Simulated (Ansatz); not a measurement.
As6P2, relaxed as a singlet with RKS PBE-D4/def2-SVP in Ansatz, starting from the GFN2-xTB geometry. Force threshold 0.03 eV/Å.

The restricted singlet is unstable towards broken spin symmetry in Hartree–Fock (as tested in another run); at PBE-D4/def2-SVP this wasn't settled. The structure comes from a short search, and lower isomers may exist.

Start:

```xyz
8

P    -1.1664    1.0000   -1.0294
P     0.0833    0.5854    1.9909
As    1.5721   -1.5913   -1.5606
As   -0.9361   -1.4041    1.3521
As   -0.8310   -1.3471   -1.1375
As   -2.0746    0.7236    1.1698
As    0.7908    1.7389    0.0501
As    2.5621    0.2946   -0.8353
```

**Question.** Estimate the energy that the relaxation releases and the steps that it takes.

**Answer.** 0.13 eV, in 4 steps; 18 s on 4 threads of Arm Neoverse V1 on a shared host. No frequencies were taken in this run, so the end may be a saddle point.

**Question.** Does the start keep its bonding?

**Answer.** By distances, no bond broke or formed. The bond that changes most is As4–As6, from 2.42 to 2.50 Å (atoms count from 1).

**Question.** Predict the relaxed structure.

**Answer.** 
```xyz
8

P    -1.160    1.023   -1.118
P     0.134    0.563    2.031
As    1.530   -1.603   -1.519
As   -0.861   -1.448    1.364
As   -0.869   -1.310   -1.154
As   -2.083    0.724    1.154
As    0.761    1.752    0.034
As    2.548    0.300   -0.794
```
Bond lengths: 6 × As–P 2.34 to 2.47 Å; 5 × As–As 2.28 to 2.52 Å.
